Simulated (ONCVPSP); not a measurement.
Before and after: ONCV potential for Cu (Z = 29)

- Element: copper
- Generator: ONCVPSP 4.0.1
- Type: optimised norm-conserving Vanderbilt (ONCV)
- Functional: PBE
- Relativity: non-relativistic
- Frozen core: [Ne]
- Valence charge: 19
- Reference configuration: 3s2 3p6 3d10 4s0.5 (charge +0.5)
- Partial waves: 3s+4s: rc 1.35 bohr, ncon 4, nbas 8, qcut 7 1/bohr, 2 projectors; 3p: rc 0.70 bohr, ncon 4, nbas 7, qcut 13.3 1/bohr, 1 projector; 3d: rc 1.20 bohr, ncon 4, nbas 9, qcut 13.3 1/bohr, 2 projectors, debl 0.6 Ha
- Local potential: polynomial inside 0.50 bohr (lpopt 4, dvloc0 6 Ha)
- Core correction: none

Change: s: rc 1.9.

Cutoffs: the cutoffs (Ha) at which the residual kinetic energy of the hardest occupied pseudo-wave falls to 1 and 0.1 mHa per electron; they do not see the model core or the augmentation charge, which bear on the density cutoff. Errors are all-electron minus pseudo energies relative to the spin-unpolarised reference configuration.

Problem. How do hardness, ghosts and transferability respond?

Solution. The potential gets neither clearly harder nor softer (84 Ha and 243 Ha → 84 Ha and 243 Ha); of the 4 tests that both files solve, the error grows in 0 and shrinks in 1 by more than 15 % and 0.3 meV (median size 1.8 → 1.2 meV); neither file shows a bound ghost.

| quantity | base | changed |
| --- | --- | --- |
| cutoff, loose | 84 Ha | 84 Ha |
| cutoff, tight | 243 Ha | 243 Ha |
| loose cutoff by channel | s 16 Ha, p 84 Ha, d 70 Ha | s 16 Ha, p 84 Ha, d 70 Ha |
| bound ghosts | none | none |
| GHOST(+) flags under 300 eV | none | none |
| error for 3s2 3p6 3d10 4s1, meV [ΔE -3.06 eV] | -1.0 | -0.9 |
| error for 3s2 3p6 3d10 4s0, meV [ΔE 4.85 eV] | +0.9 | +1.0 |
| error for 3s2 3p6 3d9 4s0, meV [ΔE 26.34 eV] | +2.6 | +1.3 |
| error for 3s2 3p6 3d8 4s0, meV [ΔE 65.63 eV] | +41 | +37 |
| p: phases at 0.71 bohr within 0.05 rad from the reference energy up to (Ha; the scan ends near 5) | to the end of the scan | to the end of the scan |
| d: phases at 1.21 bohr within 0.05 rad from the reference energy up to (Ha; the scan ends near 5) | to the end of the scan | to the end of the scan |
